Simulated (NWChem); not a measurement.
CrN₂H₃OF; SMILES [NH]=[Cr]([NH2])(=[O])[F]

```xyz
8

Cr    -0.0553     0.0318    -0.0198
O     -0.2588    -0.2046     1.4984
N     -1.4591     0.0037    -0.8287
H     -2.4164    -0.1640    -0.5046
F      0.7319     1.5474    -0.2802
N      0.9314    -1.3047    -0.6929
H      1.6322    -1.7803    -0.1324
H      0.7167    -1.7919    -1.5553
```
Atoms are numbered in this order, from 1.

Computed with NWChem. Pople sets run with spherical d functions. Coordinates come from a B3LYP/6-31G* (spherical d) optimisation. Vzz is the largest principal value of the second derivative of the potential at the nucleus (NWChem prints the opposite sign); η is the asymmetry. Non-relativistic.

For level B3LYP/6-31G*:

| Item | Value |
|---|---|
| Vzz Cr1 (a.u.) | -0.261 |
| η Cr1 | 0.82 |
| Vzz O2 (a.u.) | -0.186 |
| Vzz N3 (a.u.) | -0.356 |
| Vzz N6 (a.u.) | -0.507 |

Problem. What are these values for level PBE0/def2-SVP?

Solution. 
| Property | Result |
|---|---|
| Vzz Cr1 (a.u.) | -0.329 |
| η Cr1 | 0.61 |
| Vzz O2 (a.u.) | -0.197 |
| Vzz N3 (a.u.) | -0.381 |
| Vzz N6 (a.u.) | -0.534 |
